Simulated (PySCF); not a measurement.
# Levels of Pr⁴⁶⁺ from EOM-EA-GCCSD

Reference: closed-shell Pr⁴⁷⁺, [Ne] 3s2; one electron is added. Calculated with PySCF 2.14, two-component X2C-1e with screened spin-orbit coupling, an even-tempered Gaussian basis (18 s from 4 bohr⁻², ratio 2.6; 14 p from 5.2 bohr⁻², ratio 2.6; 6 d from 5.4 bohr⁻², ratio 2.8; 4 f from 75 bohr⁻², ratio 2.8); frozen 1s2; the 54 highest virtual spinors dropped; of the others 56 kept and the rest restored at second order. No Breit or QED terms. Binding energies in eV.

```json
{"level": "3p1/2", "Koopmans": "3834.3", "second order": "3836.2", "EOM-CCSD": "3835.7"}
{"level": "3p3/2", "Koopmans": "3706.4", "second order": "3708.9", "EOM-CCSD": "3708.9"}
{"level": "3d3/2", "Koopmans": "3538.0", "second order": "near a pole", "EOM-CCSD": "3532.9"}
{"level": "3d5/2", "Koopmans": "3509.9", "second order": "near a pole", "EOM-CCSD": "3513.8"}
```

Electric-dipole lines between these computed levels:

```csv
lower,upper,ΔE (eV),vacuum wavelength (nm)
3p1/2,3d3/2,302.81,4.095
3p3/2,3d3/2,176.06,7.042
3p3/2,3d5/2,195.16,6.353
```

In EOM-CCSD the overlap with the one-orbital guess is low for 3d3/2 (weight 0.82), 3d5/2 (weight 0.87). That can mean mixing with two-particle, one-hole states, where second order and EOM-CCSD lose accuracy, or only a rotation among the degenerate components of the shell; the terms of those configurations are not listed.

For comparison, the ionisation energy of Pr⁴⁶⁺ is 3832 ± 4 eV (theoretical estimate listed by NIST; NIST Atomic Spectra Database, ionization energies).

Only part of the computed levels is shown.
